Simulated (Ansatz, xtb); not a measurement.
Ranking isomers of C7H5ClO

3 gas-phase structures of C7H5ClO, from a drawn sample of its isomers (lower ones may exist). Each was relaxed with GFN2-xTB; where two conformers were screened, the lower at r2SCAN-D4/def2-SVP is listed:

A. `O=Cc1ccc(Cl)cc1`, a singlet
B. `O=Cc1cccc(Cl)c1`, a singlet
C. `O=Cc1ccccc1Cl`, a singlet

Problem. Make a reasoned guess at their ranking by r2SCAN-D4/def2-SVP single-point energy.

Solution. Calculated order at r2SCAN-D4/def2-SVP: A (0.0), B (0.7), C (1.6) kcal/mol. Less than 1 kcal/mol parts A and B; B and C, so the order within those pairs means little.

Energies above the lowest of each column, in kcal/mol; the last columns are at PBE0-D3(BJ)/def2-SVP geometries:

| structure | GFN2-xTB | HF/STO-3G | r2SCAN-D4/def2-SVP | PBE0-D3(BJ)/def2-SVP | CCSD(T)/def2-SVP + ΔMP2/def2-TZVPP |
| --- | --- | --- | --- | --- | --- |
| A | 0.0 | 0.0 | 0.0 | 0.0 | 0.0 |
| B | 0.7 | 0.0 | 0.7 | 0.6 | 0.4 |
| C | 0.8 | 1.0 | 1.6 | 1.3 | 1.8 |

Every level run on A puts it lowest or level with the lowest. Flexible structures stand in one conformer each, not always the lowest. ΔMP2 is the change of the MP2 energy from the smaller to the larger basis.

Programs: Ansatz 0.2.0, xtb 6.7.1.
